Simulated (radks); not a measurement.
All-electron atom: Yb+ in [Xe] 4f14 6p1 (not the ground configuration).

Method: scalar-relativistic Kohn-Sham, PBE, spin-unpolarised, spherical densities, point nucleus; computed with a radial shooting solver on a logarithmic mesh with Libxc functionals.

Energy parts (eV):
total: -382576.46
kinetic: 416979.47
electron-nucleus: -941263.83
Hartree: 149669.68
exchange-correlation: -7961.77

Orbitals (lengths in bohr, moments of r in powers of bohr):
orbital  occ.  eigenvalue (eV)       <r^4>
1s          2        -61254.08   7.550e-07
2s          2        -10384.66   0.0001161
2p          6        -9152.444  0.00008918
3s          2        -2346.984    0.004340
3p          6        -1975.607    0.004611
3d         10        -1523.816    0.003595
4s          2        -468.2933      0.1052
4p          6        -346.4331      0.1401
4d         10        -186.1264      0.2177
5s          2         -63.2773       4.067
5p          6         -35.7345       9.002
4f         14         -11.2313       2.671
6p          1          -6.3110       851.6

The highest occupied level is 6p at -6.311 eV. The density falls to 0.001 e/bohr^3 at r = 4.63 bohr.
